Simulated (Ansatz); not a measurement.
Ideal-gas functions of CH2AlFOSeSi, SMILES `O=[C]1[AlH][Se][SiH]1F` at 400 K and 1 bar, from an Ansatz frequency run at PBE0-D4/def2-TZVP.

Molar mass 183.05 g/mol, point group C1 (symmetry number 1), electronic degeneracy 1, moments of inertia 251.12, 364.631, 571.638 u Å². Harmonic wavenumbers (cm⁻¹, unscaled): 39, 133, 193, 269, 273, 338, 364, 420, 425, 489, 532, 692, 712, 806, 895, 1762, 1934, 2227.

Use S(trans) = R[1.5 ln M + 2.5 ln T − 1.1517]; rotational temperatures θ = 24.2544 K / I; S(rot) = R[ln(√π/σ · √(T³/θAθBθC)) + 1.5]; for each mode x = 1.438777 ν̃/T, S = R[x/(eˣ − 1) − ln(1 − e⁻ˣ)] and H = RT x/(eˣ − 1); 1 cm⁻¹ = 0.0119627 kJ/mol; R = 8.31446 J/(mol·K).

Question: By hand: the entropy, in J/(mol·K).

Answer: Translation 179.9. Rotation: θ = 0.0966, 0.0665, 0.0424 K, giving 126.1. Vibration, mode by mode: 24.65, 14.52, 11.51, 8.91, 8.79, 7.18, 6.64, 5.63, 5.55, 4.61, 4.08, 2.59, 2.45, 1.88, 1.45, 0.11, 0.06, 0.02, in all 110.7. Electronic 0.0. Sum 416.7 J/(mol·K).

Question: By hand: H − E and G − E in kJ/mol, counted from the electronic energy.

Answer: Zero-point energy ½ × 12503 × 0.0119627 = 74.8; thermal vibration 22.9; translation, rotation and pV give 4 RT = 13.3. H − E = 111.0 kJ/mol, and G − E = 111.0 − 400 × 416.7/1000 = -55.7 kJ/mol.

Vibration gives 27 % of the entropy, 39.2 J/(mol·K) of it from the modes under 150 cm⁻¹: soft modes count most, and the harmonic formula is weakest for them. The sum counts one conformer and one mirror image; others add a mixing term.
